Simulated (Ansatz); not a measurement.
System: TeCl, charge 0, multiplicity 2. 
Coordinates optimised at B3LYP-D3(BJ)/def2-TZVP (Ansatz, a first-principles code):
```xyz
2

Te     0.0000     0.0000    -0.5765
Cl     0.0000     0.0000     1.7634
```
Charge 0, spin multiplicity 2.

Basis-set convergence of Hartree-Fock and CCSD correlation energies (hartree) with Ansatz. Cores are frozen in the correlated levels unless marked. Open shells are spin-unrestricted. Spin-orbit coupling is left out. The frozen core is the preceding noble-gas configuration, with the filled d and f shells of earlier blocks. In def2 rows, elements after Kr have scalar-relativistic effective core potentials.

| basis | functions | E(HF) | E(corr, CCSD) |
|---|---|---|---|
| def2-SVPD | 62 | -726.36478 | -0.24813 |
| def2-TZVPPD | 110 | -726.52884 | -0.32586 |
| def2-QZVPPD | 170 | -726.54362 | -0.35492 |

Extrapolating the two largest sets (X = 3 and 4) as X^-3: E(corr) = (64·(-0.35492) - 27·(-0.32586))/37 = -0.3761 Eh, an estimate of the basis-set limit. The largest set recovers 94.4 % of it, the smallest 66.0 %.
